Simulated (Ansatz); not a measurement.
Problem. Name a neutral molecule of C, Ge, O, Si and H with size of the dipole moment (ωB97M-V/def2-TZVPP) between 2.20 and 2.50 D and HOMO energy (PBE/def2-TZVPP) between -5.65 and -5.35 eV (Ansatz, PBE0-D4/def2-TZVP geometry).

Solution. `O=[CH][GeH2][SiH3]` (2.22 D, -5.64 eV). Other molecules can fit too; these were computed, each in one conformer that needn't be the lowest.
